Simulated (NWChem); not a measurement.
MgH₂; SMILES [MgH2]

All runs: NWChem. Coordinates come from a B3LYP/6-31G* (spherical d) optimisation. Vertical excitations in the gas phase; the lowest state need not have the same character in each row.

```tsv
level	lowest excitation, singlet (eV)	oscillator strength of that lowest state	lowest state with f > 0.02, singlet (eV)	orbital gap (eV)
PBE/aug-cc-pVDZ, TDA	4.83	0.000	6.38	4.77
B3LYP/aug-cc-pVDZ, TDA	5.15	0.000	6.88	6.13
LDA (Slater exchange, VWN5)/aug-cc-pVDZ, TDA	4.75	0.000	6.40	4.66
Hartree-Fock/aug-cc-pVDZ, CIS	6.01	0.000	7.40	10.51
```
